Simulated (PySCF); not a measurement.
Screening by computed properties: pick the candidate that meets the target.

All species are isolated and taken at one optimised geometry (atoms past krypton carry core potentials, spin–orbit coupling is left out). Electronic properties by PySCF.

The conformers computed, where there is a choice (atom-mapped SMILES and torsion angles):
- `[CH3:1]/[CH:2]=[C:3](\[Cl:4])[S@:5]([CH3:6])=[O:7]`: C2–C3–S5–C6 115°
- `[CH3:1][C:2](=[S:3])[SiH:4]([SiH3:5])[SiH3:6]`: C1–C2–Si4–Si5 124°

Problem. Wanted: HOMO–LUMO gap between 7 eV and 9 eV (CAM-B3LYP/def2-SVPD) and lowest singlet excitation below 5.3 eV (TDDFT CAM-B3LYP/def2-SVPD), at PBE0-D3(BJ)/def2-SVP geometries. Which candidate meets both?
A. `C/C=C(\Cl)[S@](C)=O`
B. `[O]=[Mo](=[O])([OH])[OH]`
C. `[CH3][Ta]([CH3])([CH3])=[S]`
D. `[SiH3][SiH](C(C)=S)[SiH3]`

Solution. C. Computed values:
```
                    species  HOMO–LUMO gap  lowest singlet excitation
  [SiH3][SiH](C(C)=S)[SiH3]        6.34 eV                    2.18 eV
[CH3][Ta]([CH3])([CH3])=[S]        7.88 eV                    3.95 eV
        C/C=C(\Cl)[S@](C)=O        8.81 eV                    5.63 eV
   [O]=[Mo](=[O])([OH])[OH]        9.49 eV                    4.90 eV
```
